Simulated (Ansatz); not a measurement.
Ansatz results at the PBE0-D4/def2-TZVP geometry: HOMO–LUMO gap (PBE0/def2-TZVPP) 5.52 eV; HOMO–LUMO gap (B3LYP/def2-TZVPP) 5.21 eV; size of the dipole moment (PBE/def2-TZVPP) 1.76 D.

Each molecule was computed in one conformer, which needn't be the lowest.

Question: Which molecule gave them?
A. `[AlH2][SiH2][SiH]1C[SiH2]1`
B. `BBO`
C. `B1[SiH2]BS1`
D. `[SiH3][SiH2][SiH]1[CH2][AlH]1`

Answer: A. The others give `BBO`: 6.17, 5.76, 1.51; `[SiH3][SiH2][SiH]1[CH2][AlH]1`: 4.09, 3.74, 1.33; `B1[SiH2]BS1`: 5.46, 5.13, 0.01.

B3LYP here is the variant with VWN-RPA as its local correlation; programs differ in this.
